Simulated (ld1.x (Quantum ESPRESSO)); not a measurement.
**Cutoff test, Sn, TM**

Sn (Z = 50), norm-conserving Troullier–Martins (Kleinman–Bylander form), made with ld1.x (Quantum ESPRESSO) 7.5 (PBE, scalar-relativistic). Core [Kr] 4d10, reference 5s2 5p2. Waves: 5s (bound): rc 1.45 bohr; 5p (bound): rc 2.55 bohr; 5d channel at -0.05 Ry: rc 2.80 bohr. Local part: the d channel. Core correction: none.

The pseudo-atom Hamiltonian at the reference potential is diagonalised in spherical Bessel functions j_l(qr) that vanish at 20 bohr, with q² up to the cutoff. All-electron valence levels (Ry): 5s -0.7753, 5p -0.2715.

**Question.** How do the lowest levels (Ry) of each channel move with the cutoff, and are there ghosts?

**Answer.**

| cutoff (Ry) | s #1 | s #2 | s #3 | p #1 | p #2 | d #1 | d #2 | f #1 | Σ f·Δε (mRy) |
| --- | --- | --- | --- | --- | --- | --- | --- | --- | --- |
| 8 | -16.6127 | -0.6075 | -0.0206 | -3.4566 | -0.2640 | 0.0465 | 0.1270 | 0.1045 | 351.2 |
| 12 | -16.9059 | -0.6143 | -0.0214 | -6.6387 | -0.2710 | 0.0463 | 0.1263 | 0.1045 | 323.6 |
| 21 | -21.4522 | -0.6629 | -0.0243 | -7.1902 | -0.2715 | 0.0461 | 0.1258 | 0.1045 | 225.3 |
| 30 | -24.9932 | -0.7372 | -0.0287 | -7.2463 | -0.2717 | 0.0461 | 0.1258 | 0.1045 | 76.5 |
| 40 | -26.3703 | -0.7698 | -0.0308 | -7.2477 | -0.2717 | 0.0461 | 0.1258 | 0.1045 | 11.3 |
| 50 | -26.4601 | -0.7714 | -0.0309 | -7.2482 | -0.2717 | 0.0461 | 0.1258 | 0.1045 | 8.0 |
| 70 | -26.4672 | -0.7715 | -0.0309 | -7.2489 | -0.2717 | 0.0461 | 0.1258 | 0.1045 | 7.9 |
| 90 | -26.5920 | -0.7728 | -0.0310 | -7.2490 | -0.2717 | 0.0461 | 0.1258 | 0.1045 | 5.2 |
| 110 | -26.7231 | -0.7743 | -0.0311 | -7.2491 | -0.2717 | 0.0461 | 0.1258 | 0.1045 | 2.2 |
| 160 | -26.7924 | -0.7751 | -0.0311 | -7.2491 | -0.2717 | 0.0461 | 0.1258 | 0.1045 | 0.8 |
| 200 | -26.8182 | -0.7753 | -0.0311 | -7.2491 | -0.2717 | 0.0461 | 0.1258 | 0.1045 | 0.2 |
| 400 | -26.8304 | -0.7754 | -0.0311 | -7.2491 | -0.2717 | 0.0461 | 0.1258 | 0.1045 | 0.0 |

Result: ghost states, extra bound levels that the all-electron valence spectrum of the same l lacks: s at -365.0 eV, p at -98.6 eV (a true bound ghost makes a file unfit for plane-wave use); 10 mRy is reached at 45 Ry and 1 mRy at 160 Ry.
